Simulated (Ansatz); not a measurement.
`C=[CH][SnH]([CH3])[F]` → `C=[CH][SnH2][F]` + `[CH2]` (triplet) at 600 K and 1 bar (formal loss of a carbene).

Isolated molecules relaxed with PBE0-D4/def2-TZVP in Ansatz; ΔE leaves out vibrations. CCSD(T)/CBS adds triple-zeta CCSD(T) − MP2 to the extrapolated MP2 energy (def2 sets, frozen cores). This one scheme is used for every species. Triplets are unrestricted, without spin–orbit coupling. Elements past krypton have def2 core potentials. For Sn outer-core shells are correlated without core-valence functions, which leaves a few kJ/mol of doubt a bond. One conformer a species, not always the lowest.

```json
{"species": "`C=[CH][SnH]([CH3])[F]`", "CCSD(T)/CBS energy (Eh)": "-432.19683", "H − E (kJ/mol)": "298.2", "S (J/(mol·K))": "490.9"}
{"species": "`C=[CH][SnH2][F]`", "CCSD(T)/CBS energy (Eh)": "-392.92056", "H − E (kJ/mol)": "205.6", "S (J/(mol·K))": "420.4"}
{"species": "`[CH2]` (triplet)", "CCSD(T)/CBS energy (Eh)": "-39.09499", "H − E (kJ/mol)": "66.5", "S (J/(mol·K))": "220.8"}
```

H − E and S are ideal-gas, rigid-rotor, harmonic terms from PBE0-D4/def2-TZVP, for one conformer and one mirror image of each species, with the whole ground term of open shells counted as degenerate. 1 Eh = 2625.50 kJ/mol, R = 8.31446 J/(mol·K).

**Question.** By hand: ΔE, ΔH, ΔS and ΔG.

**Answer.** ΔE = (-392.92056) + (-39.09499) − (-432.19683) = 0.18128 Eh = 476.0 kJ/mol. Δ(H − E) = 205.6 + 66.5 − 298.2 = -26.1, so ΔH = 449.9 kJ/mol. ΔS = 420.4 + 220.8 − 490.9 = 150.3 J/(mol·K). ΔG = 449.9 − 600 × (150.3)/1000 = 359.7 kJ/mol.

**Question.** By hand: the equilibrium constant, and the temperature at which ΔG would vanish if ΔH and ΔS stayed fixed.

**Answer.** log₁₀ K = −ΔG/(RT ln 10) = -31.3. ΔG = 0 at ΔH/ΔS = 2993 K, far beyond where these terms or the molecules hold.

The number of gas molecules changes by +1, which sets the sign of ΔS. A doubt of 5 kJ/mol in ΔE shifts log₁₀ K by 0.4 here. Other conformers and mirror images would add mixing entropy, several J/(mol·K) or more a flexible species. Modes under 60 cm⁻¹, often nearly free rotors, make the harmonic entropy too high. A triplet takes part, so the spin changes. These are equilibria of isolated gas molecules and say nothing of rates. Largest T1 diagnostic: 0.013 (customary marks: 0.02 for closed shells, 0.045 for open ones).
